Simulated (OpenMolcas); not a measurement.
Multiconfigurational calculation on Au7+

Input:

```
&GATEWAY
Coord
1

Au 0.0 0.0 0.0
Basis=ANO-R1
Group=XYZ
NoMove
AngMom=0.0 0.0 0.0
AMFI
&SEWARD
* reference wave functions (RASSCF and RASSI steps not shown): 4 electrons in 5 orbitals (5d)
>>> COPY JOB001 $Project.JobIph
&CASPT2
Multistate=5 1 2 3 4 5
Frozen=14 16
IPEA=0.5
Imaginary=0.1
MaxIter=60
WThr=0.0 0.3 0.05
PrWF=0.5
NoMix
>>> COPY JOB002 $Project.JobIph
&CASPT2
Multistate=45 1 2 3 4 5 6 7 8 9 10 11 12 13 14 15 16 17 18 19 20 21 22
23 24 25 26 27 28 29 30 31 32 33 34 35 36 37 38 39 40 41 42 43 44 45
Frozen=14 16
IPEA=0.5
Imaginary=0.1
MaxIter=60
WThr=0.0 0.3 0.05
PrWF=0.5
NoMix
>>> COPY JOB003 $Project.JobIph
&CASPT2
Multistate=50 1 2 3 4 5 6 7 8 9 10 11 12 13 14 15 16 17 18 19 20 21 22
23 24 25 26 27 28 29 30 31 32 33 34 35 36 37 38 39 40 41 42 43 44 45 46
47 48 49 50
Frozen=14 16
IPEA=0.5
Imaginary=0.1
MaxIter=60
WThr=0.0 0.3 0.05
PrWF=0.5
NoMix
```

Output, cut to the results:

```
--- CASPT2 ---
Orbital specifications:
      -----------------------

      Symmetry species                           1   2
                                                ag  au
      Frozen orbitals                           14  16
      Inactive orbitals                          1   3
      Active orbitals                            5   0
      Secondary orbitals                         7  10
      Deleted orbitals                           0   0
      Number of basis functions                 27  29
Type of calculation                        MS-CASPT2
      Fock operator                              state-specific
      IPEA shift                                 0.50
      Real shift                                 0.00
      Imaginary shift                            0.10
      The input orbitals will be transformed to quasi-canonical
Reference energy:      -18996.7729563460
      E2 (Non-variational):      -0.1499917018
      Shift correction:          -0.0000403936
      E2 (Variational):          -0.1500320954
      Total energy:          -18996.9229884413
      Residual norm:              0.0000004228
      Reference weight:           0.97649
      Contributions to the CASPT2 correlation energy
      Active & Virtual Only:         -0.0196690844
      One Inactive Excited:          -0.0768390653
      Two Inactive Excited:          -0.0534835521
Reference energy:      -18996.7729563460
      E2 (Non-variational):      -0.1499717047
      Shift correction:          -0.0000403738
      E2 (Variational):          -0.1500120785
      Total energy:          -18996.9229684244
      Residual norm:              0.0000004177
      Reference weight:           0.97650
      Contributions to the CASPT2 correlation energy
      Active & Virtual Only:         -0.0196690535
      One Inactive Excited:          -0.0768190087
      Two Inactive Excited:          -0.0534836424
::    CASPT2 Root  1     Total energy: -18996.92298844
::    CASPT2 Root  2     Total energy: -18996.92296842
::    CASPT2 Root  3     Total energy: -18996.92297477
::    CASPT2 Root  4     Total energy: -18996.92296599
::    CASPT2 Root  5     Total energy: -18996.92298390
::    MS-CASPT2 Root  1     Total energy: -18996.92301083
::    MS-CASPT2 Root  2     Total energy: -18996.92300642
::    MS-CASPT2 Root  3     Total energy: -18996.92296649
::    MS-CASPT2 Root  4     Total energy: -18996.92295522
::    MS-CASPT2 Root  5     Total energy: -18996.92294256
--- CASPT2 ---
Orbital specifications:
      -----------------------

      Symmetry species                           1   2
                                                ag  au
      Frozen orbitals                           14  16
      Inactive orbitals                          1   3
      Active orbitals                            5   0
      Secondary orbitals                         7  10
      Deleted orbitals                           0   0
      Number of basis functions                 27  29
Type of calculation                        MS-CASPT2
      Fock operator                              state-specific
      IPEA shift                                 0.50
      Real shift                                 0.00
      Imaginary shift                            0.10
      The input orbitals will be transformed to quasi-canonical
Reference energy:      -18996.6719335585
      E2 (Non-variational):      -0.1516409397
      Shift correction:          -0.0000425856
      E2 (Variational):          -0.1516835253
      Total energy:          -18996.8236170838
      Residual norm:              0.0000002092
      Reference weight:           0.97591
      Contributions to the CASPT2 correlation energy
      Active & Virtual Only:         -0.0181687742
      One Inactive Excited:          -0.0840490486
      Two Inactive Excited:          -0.0494231169
Reference energy:      -18996.6719335585
      E2 (Non-variational):      -0.1516930979
      Shift correction:          -0.0000427061
      E2 (Variational):          -0.1517358040
      Total energy:          -18996.8236693625
      Residual norm:              0.0000002102
      Reference weight:           0.97589
      Contributions to the CASPT2 correlation energy
      Active & Virtual Only:         -0.0181782791
      One Inactive Excited:          -0.0840541882
      Two Inactive Excited:          -0.0494606306
::    CASPT2 Root  1     Total energy: -18996.82361708
::    CASPT2 Root  2     Total energy: -18996.82366936
::    CASPT2 Root  3     Total energy: -18996.82386156
::    CASPT2 Root  4     Total energy: -18996.82352606
::    CASPT2 Root  5     Total energy: -18996.82378581
::    CASPT2 Root  6     Total energy: -18996.82380085
::    CASPT2 Root  7     Total energy: -18996.82352357
::    CASPT2 Root  8     Total energy: -18996.82350662
::    CASPT2 Root  9     Total energy: -18996.82392559
::    CASPT2 Root 10     Total energy: -18996.82358741
::    CASPT2 Root 11     Total energy: -18996.82364451
::    CASPT2 Root 12     Total energy: -18996.81993244
::    CASPT2 Root 13     Total energy: -18996.81994378
::    CASPT2 Root 14     Total energy: -18996.81992087
::    CASPT2 Root 15     Total energy: -18996.81475860
::    CASPT2 Root 16     Total energy: -18996.81507398
::    CASPT2 Root 17     Total energy: -18996.81462596
::    CASPT2 Root 18     Total energy: -18996.81456298
::    CASPT2 Root 19     Total energy: -18996.81472629
::    CASPT2 Root 20     Total energy: -18996.81455989
::    CASPT2 Root 21     Total energy: -18996.81507462
::    CASPT2 Root 22     Total energy: -18996.80425141
::    CASPT2 Root 23     Total energy: -18996.80429604
::    CASPT2 Root 24     Total energy: -18996.80435378
::    CASPT2 Root 25     Total energy: -18996.80426918
::    CASPT2 Root 26     Total energy: -18996.80422548
::    CASPT2 Root 27     Total energy: -18996.80423533
::    CASPT2 Root 28     Total energy: -18996.80418205
::    CASPT2 Root 29     Total energy: -18996.80420899
...
```

Levels above the lowest, from the spin-orbit matrix with the single-state CASPT2 energies, averaged by term, on its diagonal:

| Configuration | Term | J | E (cm-1) | Term weight % | Second |
| --- | --- | --- | --- | --- | --- |
| 5d4 | 5D | 0 | 0.0 | 51 | 42 3P(1) |
| 5d4 | 5D | 1 | 10720 | 78 | 21 3P(1) |
| 5d4 | 5D | 2 | 18400 | 85 | 4 3D |
| 5d4 | 5D | 3 | 23310 | 75 | 12 3F(1) |
| 5d4 | 5D | 4 | 24850 | 43 | 30 3F(1) |
| 5d4 | 5D | 0 | 33970 | 47 | 36 3P(1) |
| 5d4 | 3H | 4 | 36840 | 49 | 33 5D |
| 5d4 | 3G | 3 | 41480 | 60 | 15 5D |
| 5d4 | 3F(1) | 2 | 42090 | 53 | 21 1D(1) |
| 5d4 | 3P(1) | 1 | 45090 | 66 | 18 3D |
| 5d4 | 3H | 5 | 45160 | 73 | 27 3G |
| 5d4 | 3H | 6 | 48830 | 66 | 34 1I |
| 5d4 | 3G | 4 | 52270 | 66 | 24 1G(1) |
| 5d4 | 3D | 2 | 52910 | 43 | 33 3P(1) |
| 5d4 | 3D | 3 | 54490 | 44 | 30 3F(1) |
| 5d4 | 3F(1) | 4 | 57290 | 40 | 23 3H |
| 5d4 | 3F(1) | 3 | 62060 | 44 | 26 3G |
| 5d4 | 1D(1) | 2 | 63350 | 34 | 24 3P(1) |
| 5d4 | 3G | 5 | 66680 | 73 | 27 3H |
| 5d4 | 3D | 1 | 67400 | 80 | 13 3P(1) |
| 5d4 | 1I | 6 | 69450 | 66 | 34 3H |
| 5d4 | 3F(2) | 4 | 73780 | 44 | 28 1G(1) |
| 5d4 | 1S(1) | 0 | 75090 | 66 | 22 3P(1) |
| 5d4 | 3P(2) | 2 | 75210 | 30 | 24 3P(1) |

CASPT2 does not keep the components of a term degenerate, so their means are used; among the terms shown or strongly mixed into the levels shown the widest spread is 240 cm-1 (5d4 1G(2)). The basis is small and was not contracted for so high a charge. Levels of configurations outside the active space are missing. The table shows the lowest 24 of 34 levels.

The term weight is that of the spin-free term in the level, not the purity of its configuration. A number in round brackets counts repeated terms of one configuration in the order of the reference energies.
